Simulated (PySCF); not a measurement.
GaCl2I, SMILES [Cl][Ga]([Cl])[I]. Coordinates come from a PBE-D3(BJ)/def2-SVP optimisation. The def2 effective core potentials stand for the cores of I; spin–orbit coupling is left out.

The numbers are results of PBE-D3(BJ)/def2-SVP in PySCF, not measurements.

Harmonic wavenumbers (cm⁻¹): 87, 112, 116, 235, 404, 446. Rotational constants (GHz): 2.110, 0.7683, 0.5632; symmetry number 2.

**Question.** Work out the zero-point energy and the ideal-gas rigid-rotor harmonic-oscillator thermochemistry at 298.15 K and 1 atm.

**Answer.** ZPE = ½ Σ hcν = ½ × 1400 cm⁻¹ = 8.37 kJ/mol. H − E(el) = 26.84 kJ/mol. Entropy in J/(mol K): translation 178.45, rotation 120.78, vibration 57.42, total 356.65. G − E(el) = -79.50 kJ/mol. Cp = 76.99 J/(mol K). Modes under 150 cm⁻¹ make the vibrational entropy uncertain.
